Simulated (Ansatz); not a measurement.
Molecule: sum formula SiN2H3F2, net charge 0, doublet state. It need not be the lowest isomer of its formula. 
Coordinates optimised at B3LYP-D3(BJ)/def2-TZVP (Ansatz, a quantum-chemistry and plane-wave program):
```
Si
F 1 1.5917
F 1 1.5945 2 104.92
N 1 1.6829 2 115.06 3 -117.20
H 4 1.0057 1 123.36 2 96.34
H 4 1.0057 5 113.61 1 174.68
N 1 1.7232 2 105.68 3 124.29
H 7 1.0195 1 118.35 2 -107.61
```
Charge 0, spin multiplicity 2.

Basis-set convergence of Hartree-Fock and MP2 correlation energies (hartree) with Ansatz. Valence correlation only, unless marked. Open shells are spin-unrestricted. No spin-orbit coupling. No relativistic terms.

| basis | functions | E(HF) | E(corr, MP2) |
|---|---|---|---|
| cc-pV(D+d)Z | 94 | -598.62478 | -0.76258 |
| cc-pV(T+d)Z | 201 | ? | ? |

Fill in the missing entries.


- cc-pV(T+d)Z, E(HF): -598.76781
- cc-pV(T+d)Z, E(corr, MP2): -0.99460
